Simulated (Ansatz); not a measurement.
Frontier orbitals of AlAsH3NS (`N[As]1[AlH][S]1`).

```xyz
7

N     0.645    1.282    0.816
As   -1.003    0.771    0.180
Al   -0.509   -1.028   -1.323
S    -1.202   -1.584    0.608
H     0.636    1.497    1.804
H     1.453    0.721    0.593
H    -0.020   -1.658   -2.678
```

Total charge 0; spin multiplicity 1. Correlated methods include outer-core shells of As, which these sets cover unevenly. Scalar relativity is left out up to krypton. The structure was optimised at the PBE0-D4/def2-TZVP level. It is one conformer, not always the lowest. Basis def2-TZVPP, Ansatz 0.2.0.

Orbital energies of one run (eV). Highest occupied ones, from the top: -6.18, -7.07, -7.09, -8.69, -8.72, -10.63, -11.29, -13.62, -15.52, -19.10, -23.52, -44.65, -44.66, -44.75. Empty: -1.85, -1.09, -0.97, 0.07, 0.32, 1.76.

Task: Which functional gave them?
A. ωB97X-V
B. r2SCAN
C. B97M-V
D. B3LYP

Result: D. HOMO energies: B3LYP -6.18, ωB97X-V -8.53, r2SCAN -5.59, B97M-V -5.62 eV.

B3LYP here is the variant with VWN-RPA as its local correlation; programs differ in this.
